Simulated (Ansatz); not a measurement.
Ansatz (a quantum-chemistry and plane-wave program) input (CAM-B3LYP/def2-TZVPD):

Ansatz 0.2 input:
```yaml
crystal:
  periodic: [false, false, false]
  atoms:
    - {symbol: Cu, position_ang: [-0.00000000, -0.00000000, -1.54839641]}
    - {symbol: I, position_ang: [0.00000000, 0.00000000, 0.84723577]}
basis:
  gaussian:
    orbitals: def2-TZVPD
hamiltonian:
  xc: {name: CAM-B3LYP}
magnetization: {spin_polarized: true, initial_magnetization: 2}
```

Output:

```
Functional definition: CAM-B3LYP
integrals: 0.06 GiB planned
1009 factors; integrals over basis functions are off by at most 3.4e-4 eV
integrals: 0.13 GiB planned
218 factors; integrals over basis functions are off by at most 7.5e-5 eV
mean field: 0.84 GiB planned
mean field evaluation 1: about -52738.8828 eV, gradient 4.4e1 eV
mean field evaluation 2: about -52625.2652 eV, gradient 2.6e2 eV
mean field evaluation 4: about -52743.2627 eV, gradient 1.1e1 eV
mean field evaluation 8: about -52743.5310 eV, gradient 1.1e0 eV
mean field evaluation 16: about -52743.5852 eV, gradient 3.4e-3 eV
mean field evaluation 32: about -52743.5852 eV, gradient 1.1e-6 eV
mean field -52743.58515617 eV, -1938.2910036030 hartree, gradient 2.1e-6 eV, S^2 2.010984; 3 other end points of the search recorded, 0 dependent functions left out
reference -52743.58524919 eV, -1938.2910070216 hartree; 28, 26 occupied and 79, 81 virtual orbitals, 1009 factors
Total energy: -52743.58524919 eV, -1938.2910070216 hartree
```

This state (charge 0, triplet) is run at the relaxed geometry of the species with charge 0 and multiplicity 1, and is a spin state other than that species' own.
